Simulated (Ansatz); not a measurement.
Reaction (cleavage of the Si–B bond): `FC[SiH2]BS` + H–F → `FC[SiH2]F` + `BS`

Isolated molecules relaxed with PBE0-D4/def2-TZVP in Ansatz; ΔE leaves out vibrations. CBS: MP2 limit from def2 TZ/QZ plus the TZ coupled-cluster correction, frozen cores. This one scheme is used for every species. Each species was taken in one conformer, which may not be the lowest.

```json
{"species": "`FC[SiH2]BS`", "HF/CBS(def2) energy (Eh)": "-852.07085"}
{"species": "H–F", "HF/CBS(def2) energy (Eh)": "-100.07071"}
{"species": "`FC[SiH2]F`", "HF/CBS(def2) energy (Eh)": "-528.20060"}
{"species": "`BS`", "HF/CBS(def2) energy (Eh)": "-424.01035"}
```

(1) Work out ΔE.

Largest T1 diagnostic among the species: 0.015.

## Answers

(1) ΔE = (-528.20060) + (-424.01035) − (-852.07085) − (-100.07071) = -0.06939 Eh = -182.2 kJ/mol. CCSD(T)/CBS gives -141.4 kJ/mol.

The D4 term adds +10.4 kJ/mol with B3LYP and +5.9 kJ/mol with PBE0; it sums over pairs of atoms, weighted by their polarisabilities, and B3LYP, whose exchange is more repulsive, gets the larger term. From PBE to PBE0 (25 % exact exchange), in def2-TZVPP and without D4, ΔE moves by −5.0 kJ/mol. In def2-TZVPP, CCSD(T) changes the Hartree–Fock value by +37.0 kJ/mol (the triples alone add +5.3 kJ/mol) and MP2 by +32.9 kJ/mol.

B3LYP here is the variant with VWN-RPA as its local correlation; programs differ in this.
